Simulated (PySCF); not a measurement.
Symmetry of computed structures. Level of theory: PBE0-D3(BJ)/def2-SVP geometry optimisation, gas phase (PySCF 2.14.0). The symmetry is that of the one conformer found, every atom within 0.08 Å of its image; none is proved a minimum here. The geometries of the anions come from a basis without diffuse functions.

(1) Point group, rotor type and polarity of `[CH2:1]1[CH2:2][C@@H:3]2[CH2:4][C@@H:5]2[CH2:6]1` with C6–C1–C2–C3 30°, C1–C2–C3–C4 46°, C2–C3–C4–C5 -96°, C3–C4–C5–C6 96°?

(2) `[CH+:1]=[C:2][B:3]([Cl:4])[Cl:5]` (charge +1 and doublet state): symmetry, top, dipole?

(3) What symmetry has `C1=CCC=CC1` (1,4-cyclohexadiene)?

(4) BCl2(CCH), `C#CB(Cl)Cl`: symmetry, top, dipole?

(5) What symmetry has `[CH2:1]=[C:2]1[CH2:3][CH2:4][C:5]1=[CH2:6]`?

(6) Point group, rotor type and polarity of `[BH3-:1][C:2](=[CH2:3])[CH3:4]` (charge -1) with H–B1–C2–C3 0° (nearest H), H–C4–C2–B1 58° (nearest H)?

(7) What symmetry has `O=C([O-])c1cnoc1`?

Results:

(1) Cs; asymmetric top; symmetry number 1; 2 operations, which sort the 16 atoms into 11 sets; dipole 0.19 D, in the ac plane, which is the mirror; heavy atoms equivalent by symmetry: C2/C6, C3/C5.

(2) Cs; asymmetric top; symmetry number 1; 2 operations, which sort the 6 atoms into 6 sets; dipole about the centre of mass 5.74 D, in the ab plane, which is the mirror; heavy atoms equivalent by symmetry: none.

(3) D2h; asymmetric top; symmetry number 4; 8 operations, which sort the 14 atoms into 4 sets; dipole forbidden by symmetry (computed 0.00 D); A, B, C = 5183, 4906, 2600 MHz.

(4) C2v; asymmetric top; symmetry number 2; 4 operations, which sort the 6 atoms into 5 sets; dipole 1.61 D, along a, the twofold axis; A, B, C = 3170, 2727, 1466 MHz.

(5) C2v; asymmetric top; symmetry number 2; 4 operations, which sort the 14 atoms into 6 sets; dipole 0.48 D, along b, the twofold axis; A, B, C = 4956, 4097, 2309 MHz; heavy atoms equivalent by symmetry: C1/C6, C2/C5, C3/C4.

(6) Cs; asymmetric top; symmetry number 1; 2 operations, which sort the 12 atoms into 10 sets; dipole about the centre of mass 5.47 D, in the ab plane, which is the mirror; heavy atoms equivalent by symmetry: none.

(7) Cs; asymmetric top; symmetry number 1; 2 operations, which sort the 10 atoms into 10 sets; dipole about the centre of mass 5.33 D, in the ab plane, which is the mirror.
